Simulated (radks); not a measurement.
Q: All-electron atom: the tellurium ion Te35+ in [Ne] 3s2 3p5. Calculated with a radial shooting solver on a logarithmic mesh with Libxc functionals: scalar-relativistic Kohn-Sham, r2SCAN, spin-polarised, spherical densities, finite nucleus; open shells are filled with parallel spins first (spin-orbit coupling, left out, can overturn this in heavy ions); meta-GGA in the generalised Kohn-Sham scheme; Fermi nuclear charge, rms radius 4.7423 fm. Some entries of the table are withheld. Estimate them.

| orbital | occ. | eigenvalue (hartree) | <r^2> (bohr^2) | <1/r> (bohr^-1) |
|---|---|---|---|---|
| 1s up | 1 | -1235.293 | 0.001048 | 55.56 |
| 1s down | 1 | -1235.170 | 0.001048 | 55.57 |
| 2s up | 1 | -247.8084 | 0.01651 | 12.88 |
| 2s down | 1 | -247.7729 | 0.01650 | 12.88 |
| 2p up | 3 | -230.0066 | 0.01301 | 12.30 |
| 2p down | 3 | -229.9101 | 0.01301 | 12.30 |
| 3s up | 1 | -93.27932 | 0.09718 | 5.098 |
| 3s down | 1 | -92.97936 | 0.09738 | 5.090 |
| 3p up | 3 | -87.53394 | 0.09331 | 4.895 |
| 3p down | 2 | -87.22600 | 0.09350 | 4.891 |
| 3d up | 0 | -80.38608 | 0.07363 | 4.684 |
| 3d down | 0 | -80.13859 | 0.07357 | 4.688 |
| 4s up | 0 | -47.22969 | 0.3488 | (1) |
| 4s down | 0 | -47.09047 | 0.3506 | (2) |

A: 
(1) 4s up <1/r> (bohr^-1): 2.663
(2) 4s down <1/r> (bohr^-1): 2.655
